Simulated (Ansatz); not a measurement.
Two isomers of C2H6BFO2: A = `CB(O)OCF`, B = `COB(F)OC`.

Calculated with Ansatz (gas phase, PBE0-D4/def2-TZVP geometries, no zero-point term in ΔE). CCSD(T)/CBS adds triple-zeta CCSD(T) − MP2 to the extrapolated MP2 energy (def2 sets, frozen cores). DFT in def2-TZVPP. B3LYP here is the variant with VWN-RPA as its local correlation; programs differ in this. Each species was taken in one conformer, which may not be the lowest.

Question: Which isomer does CCSD(T)/CBS put lower? Give the gap. (Estimate.)

Answer: The calculation gave: B, by 20.4 kcal/mol.

Question: Give E(B) − E(A) in kcal/mol with BLYP-D4, MP2/def2-TZVPP, LDA (SPW92), PBE-D4, B3LYP-D4, ωB97M-V, CCSD(T)/def2-SVP. (Estimate.)

Answer: The calculation gave: BLYP-D4 -20.5, MP2/def2-TZVPP -20.4, LDA (SPW92) -17.6, PBE-D4 -18.0, B3LYP-D4 -21.1, ωB97M-V -19.5, CCSD(T)/def2-SVP -23.0. None reverses the order clearly.

Question: Does the order hold for the free energy at 298.15 K (harmonic terms from PBE0-D4)? (An estimate is asked.)

Answer: The calculation gave: Yes: G(B) − G(A) = -21.1 kcal/mol, for one conformer each. Modes under 60 cm⁻¹, often nearly free rotors, make the harmonic entropy too high.

Largest T1 diagnostic: 0.012.

From PBE to PBE0 (25 % exact exchange), in def2-TZVPP and without D4, E(B) − E(A) moves by −1.0 kcal/mol. At CCSD(T), def2-SVP lies −2.5 kcal/mol from the extrapolated value and def2-TZVPP −0.1 kcal/mol.
